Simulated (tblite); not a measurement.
Compound: C7H7OS (doublet state).
Atom-mapped SMILES: `[OH:1][CH2:2][c:3]1[cH:4][cH:5][cH:6][cH:7][c:8]1[S:9]` (hydrogens: H10 on O1; H11, H12 on C2; H13 on C4; H14 on C5; H15 on C6; H16 on C7)

Computed geometry: GFN2-xTB, gas phase. This method treats the open shell by occupation alone, without spin polarisation.

Problem. Give the optimised bond lengths and angles.

Solution. 
```
  bond  length (Å)     order
 O1–C2       1.405    single
 C2–C3       1.510    single
 C3–C4       1.383  aromatic
 C4–C5       1.387  aromatic
 C5–C6       1.389  aromatic
 C6–C7       1.377  aromatic
 C7–C8       1.401  aromatic
 C8–S9       1.723    single
 C3–C8       1.410  aromatic
O1–H10       0.968    single
C2–H11       1.092    single
C2–H12       1.102    single
C4–H13       1.080    single
C5–H14       1.079    single
C6–H15       1.079    single
C7–H16       1.080    single
```

Orders are formal, as drawn. A selection of angles:
```
     angle  degrees
 C2–O1–H10    108.3
  O1–C2–C3    113.3
 O1–C2–H11    105.8
 O1–C2–H12    110.5
 C3–C2–H11    109.8
H11–C2–H12    108.6
  C2–C3–C4    121.2
  C2–C3–C8    120.3
  C4–C3–C8    118.6
  C3–C4–C5    121.3
 C3–C4–H13    119.0
 C5–C4–H13    119.8
  C4–C5–C6    120.0
 C4–C5–H14    119.9
 C6–C5–H14    120.1
  C5–C6–C7    119.9
 C5–C6–H15    120.3
 C7–C6–H15    119.8
  C6–C7–C8    120.4
 C6–C7–H16    120.9
 C8–C7–H16    118.7
  C7–C8–S9    118.8
  C3–C8–C7    119.9
  C3–C8–S9    121.4
```

Torsions: O1–C2–C3–C4 115° (anticlinal); H10–O1–C2–C3 64° (synclinal). The mirror-image conformer, all signs reversed, is as good.

C3 (carbon bonded to 3 C) is planar (angles 121.2°, 120.3° and 118.6°, sum 360.0°, 0.00 Å off the plane of its three neighbours). C6 (carbon bonded to 2 C and H) is planar (angles 120.3°, 119.9° and 119.8°, sum 360.0°, 0.00 Å off the plane of its three neighbours). The 7 C–C bonds span 1.377 Å (C6–C7, aromatic) to 1.510 Å (C2–C3, drawn single), a spread of 0.133 Å. C5 (carbon bonded to 2 C and H) is planar (angles 120.1°, 120.0° and 119.9°, sum 360.0°, 0.00 Å off the plane of its three neighbours). The 6-membered ring C3–C4–C5–C6–C7–C8 has internal angles of 118.6° to 121.3° (sum 720°, against 720° for a flat polygon); it is planar, 0.00 Å rms from its mean plane, widest ring torsion 1°. C7 (carbon bonded to 2 C and H) is planar (angles 120.9°, 120.4° and 118.7°, sum 360.0°, 0.00 Å off the plane of its three neighbours). C8 (carbon bonded to 2 C and S) is planar (angles 121.4°, 119.9° and 118.8°, sum 360.0°, 0.00 Å off the plane of its three neighbours).

Point group: C1 (no symmetry element, even within 0.4 Å). Its GFN2-xTB frequencies are all real (lowest 68 cm⁻¹). Torsions: H–O1–C2–C3 64°, O1–C2–C3–C4 115°. 2 starts were optimised and ended at 0.00 and 2.04 kcal/mol (GFN2-xTB); the lowest of these is shown.
